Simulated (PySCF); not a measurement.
F₂GeH₃In, SMILES [F][In]([F])[GeH3].

The structure is a stationary point at PBE0-D3(BJ)/def2-SVP. The structure was generated by enumeration; whether it is a known compound was not checked. The def2 effective core potentials stand for the cores of In; spin–orbit coupling is left out.

Two levels are set side by side: TDA-PBE/def2-SVPD (PySCF) and TDA-M06-2X/def2-SVPD (PySCF). Vertical, same geometry. The lowest singlet is HOMO→LUMO+1 91 % with PBE and HOMO→LUMO 95 % with the other functional; states are paired by order. Differences are taken from unrounded values.

```
quantity                               TDA-M06-2X
-------------------------------------  ----------
lowest singlet excitation (eV)               5.95
lowest triplet excitation (TDA) (eV)         5.00
first bright state (f over 0.05) (eV)        5.95
its oscillator strength                      0.09
```

### Question
What does TDA-PBE give, and how far is it from TDA-M06-2X? (An estimate is asked for; the answer gives what the named calculation found.)

### Answer

| quantity | TDA-PBE | TDA-PBE minus TDA-M06-2X |
|---|---|---|
| lowest singlet excitation (eV) | 5.29 | -0.67 |
| lowest triplet excitation (TDA) (eV) | 4.44 | -0.56 |
| first bright state (f over 0.05) (eV) | 5.37 | -0.58 |
| its oscillator strength | 0.17 | 0.08 |

A lower first singlet is the usual sign of a functional without exact exchange. Differences between two approximate levels are no errors against the true value.

Rough cost on one machine, each run with all the roots and properties that it gave: TDA-M06-2X against TDA-PBE about 10 times.
